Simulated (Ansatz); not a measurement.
Ansatz (a first-principles code) input:

Ansatz 0.2 input:
```yaml
crystal:
  periodic: [false, false, false]
  atoms:
    - {symbol: Sc, position_ang: [-0.30994329, 0.07106844, 0.42106332]}
    - {symbol: F, position_ang: [-1.47632638, -1.06257391, -0.25697906]}
    - {symbol: F, position_ang: [0.63434471, 1.20892081, -0.83371197]}
    - {symbol: F, position_ang: [1.56518269, -0.31217326, 0.10820995]}
basis:
  gaussian:
    orbitals: def2-TZVPP
total_charge: 1
magnetization: {spin_polarized: true, initial_magnetization: 1}
correlation: {method: ccsd_t, electrons: outside_noble_gas}
```

Which total energy does the run end on?

-1058.86285 Eh (CCSD(T)/def2-TZVPP). The basis has 157 functions.

The spin state was set by rule; other spins were not relaxed.

The program attaches cautions to this result: other roots.
